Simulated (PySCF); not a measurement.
Ligands exchanged one at a time, In CH3-H. Gas-phase values, no solvent. Strings in code marks are SMILES.

Level of theory: M06-2X/def2-TZVP run with PySCF 2.14.0. Excitations are Tamm–Dancoff values on a coarser integration grid. The basis has no diffuse functions, so Rydberg states are missing or too high.

```tsv
species	HOMO (eV)	S1–T1 gap (TDA) (eV)	dipole moment (D)	T1 excitation (TDA) (eV)	HOMO–LUMO gap (eV)
0 of 3 CH3 replaced by H (`[CH3][In]([CH3])[CH3]`)	-8.08	0.27	0.01	…	7.56
1 of 3 CH3 replaced by H (`[CH3][InH][CH3]`)	-8.25	0.28	…	…	7.43
2 of 3 CH3 replaced by H	-8.60	0.31	…	4.24	7.47
3 of 3 CH3 replaced by H (`[InH3]`)	-9.20	–	0.00	–	7.78
```

Task: Some entries are withheld; supply them.

Result: 
- 0 of 3 CH3 replaced by H (`[CH3][In]([CH3])[CH3]`), T1 excitation (TDA) (eV): 4.40
- 1 of 3 CH3 replaced by H (`[CH3][InH][CH3]`), dipole moment (D): 0.50
- 1 of 3 CH3 replaced by H (`[CH3][InH][CH3]`), T1 excitation (TDA) (eV): 4.27
- 2 of 3 CH3 replaced by H, dipole moment (D): 0.57
